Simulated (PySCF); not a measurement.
A structure optimised at PBE0-D3(BJ)/def2-SVP, used in a PySCF frequency run:

```xyz
6

B      0.0000     0.0000     0.4772
C      0.0000     0.0000    -1.0494
C      0.0000     0.0000    -2.2644
H      0.0000     0.0000    -3.3405
F      0.0000    -1.1264     1.1576
F      0.0000     1.1264     1.1576
```
Charge 0, spin multiplicity 1.

Q: Write its SMILES, formula and point group.

A: C#CB(F)F, C2HBF2, C2v

Q: What are its rotational constants (standard atomic weights)?

A: 10.483, 3.6369, 2.7001 GHz
